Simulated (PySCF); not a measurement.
A run that did not reach its result, on `C=C/C=C/CCF` (driver script around PySCF, density fitting, GFN2-xTB geometry as the base; each input is a line of settings and coordinates in Å).

Command:
```bash
OMP_NUM_THREADS=1 python probes_run.py task.json out
```
Input:
```
{"job": {"kind": "j", "xc": "KT2", "basis": "pcX-1", "grid": 0, "scf": {"max_cycle": 85}}, "charge": 0, "multiplicity": 3}
C      2.488314     1.392267     1.740766
C      1.937706     0.752986     0.713892
C      0.511136     0.634654     0.514775
C     -0.041178     0.002580    -0.518897
C     -1.513533    -0.124429    -0.745493
C     -1.951596    -1.587208    -0.801486
F     -1.424047    -2.208983    -1.907061
H      3.555134     1.466647     1.861891
H      1.885748     1.865624     2.498996
H      2.562877     0.285164    -0.035725
H     -0.117447     1.105945     1.260545
H      0.583908    -0.473651    -1.262634
H     -1.776908     0.345239    -1.697934
H     -2.069585     0.368180     0.053661
H     -1.597699    -2.144634     0.072098
H     -3.040428    -1.671438    -0.886420
```

Output:
```
KeyError: 'Element h (Z=1) not found in basis pcX-1 version 1'
```

**Question.** What went wrong, and what mends it?

**Answer.** The basis pcX-1 in the Basis Set Exchange has no functions for hydrogen, so the input was refused before any integral. Choose a basis that covers all elements. The run gave no result.

The values belong to the conformer `[CH2:1]=[CH:2]/[CH:3]=[CH:4]/[CH2:5][CH2:6][F:7]`: C1–C2–C3–C4 179°, C3–C4–C5–C6 -121°, C4–C5–C6–F7 -66°.
